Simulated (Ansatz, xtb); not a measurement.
Two structures of FGaH4OSi2

Structure I: a singlet given by its coordinates. Structure II: a singlet given by its coordinates. Both are isolated molecules in the gas phase, relaxed with PBE0-D3(BJ)/def2-SVP.

I (Å):

```
atom    x (Å)    y (Å)    z (Å)
   F   0.7017   3.4548   1.5051
  Ga   2.8229  -1.6386  -1.3936
   O   1.9538  -0.6558  -0.1438
  Si   1.4408   2.4700   0.4292
  Si   1.1632   0.2168   1.0195
   H   0.8577   2.7448  -0.9205
   H   2.8902   2.8376   0.3906
   H   1.7373  -0.0407   2.3788
   H  -0.2919  -0.1342   1.0694
```

Close contacts (Å): F1–Si4 1.64, Ga2–O3 1.81, O3–Si5 1.66, Si4–Si5 2.35, Si4–H6 1.50, Si4–H7 1.50, Si5–H8 1.50, Si5–H9 1.50.

II (Å):

```yaml
atoms:
  - { symbol: F, position_ang: [-0.3016, 1.1946, 1.2673] }
  - { symbol: Ga, position_ang: [0.6336, -1.2627, 2.0553] }
  - { symbol: O, position_ang: [2.0654, -0.6694, 1.0522] }
  - { symbol: Si, position_ang: [0.7234, 2.0873, 0.3093] }
  - { symbol: Si, position_ang: [2.5663, 0.6187, 0.1548] }
  - { symbol: H, position_ang: [-0.0183, 2.3696, -0.9558] }
  - { symbol: H, position_ang: [0.9516, 3.3794, 1.0227] }
  - { symbol: H, position_ang: [2.8384, 0.2613, -1.2732] }
  - { symbol: H, position_ang: [3.8020, 1.2626, 0.7020] }
```

Close contacts (Å): F1–Si4 1.66, Ga2–O3 1.85, O3–Si5 1.65, Si4–Si5 2.36, Si4–H6 1.49, Si4–H7 1.49, Si5–H8 1.50, Si5–H9 1.50.

Task: Estimate E(II) − E(I) at the level CCSD(T)/def2-SVP + ΔMP2/def2-TZVPP.

Result: Too close to call at this level: CCSD(T)/def2-SVP + ΔMP2/def2-TZVPP gives E(II) − E(I) = +0.39 kcal/mol.

The same difference at several levels:

```csv
level,geometry,E(II) − E(I) (kcal/mol),departure from the last row (kcal/mol),"job, with rough time for the two"
PBE0-D3(BJ)/def2-SVP,PBE0-D3(BJ)/def2-SVP,−1.62,−2.01,"optimisation, 41 s"
HF/def2-SVP,PBE0-D3(BJ)/def2-SVP,+1.52,+1.13,part of the CCSD(T) run
MP2/def2-SVP,PBE0-D3(BJ)/def2-SVP,−0.90,−1.29,part of the CCSD(T) run
CCSD(T)/def2-SVP,PBE0-D3(BJ)/def2-SVP,−0.96,−1.35,single point
CCSD(T)/def2-SVP + ΔMP2/def2-TZVPP,PBE0-D3(BJ)/def2-SVP,+0.39,,"single point, 32 s"
```

The largest departure from CCSD(T)/def2-SVP + ΔMP2/def2-TZVPP is that of PBE0-D3(BJ)/def2-SVP, 2.01 kcal/mol. Levels run at GFN2-xTB geometries aren't shown. The last row adds to CCSD(T) the change of the MP2 difference between the two basis sets, here +1.35 kcal/mol.

With harmonic frequencies from PBE0-D3(BJ)/def2-SVP (ideal gas, rigid rotor, one conformer each, 298.15 K, 1 atm): on the last row, ΔE + ΔZPE = +0.48 kcal/mol. A mode under 50 cm⁻¹ makes harmonic enthalpies and free energies unreliable, so none is given.

The correlated steps freeze 21 core orbitals; the filled d shell of Ga is correlated, in a basis made for valence electrons. Run with Ansatz 0.2.0; the last row on 2 threads of Intel(R) Xeon(R) 6975P-C (Granite Rapids) on a shared host.
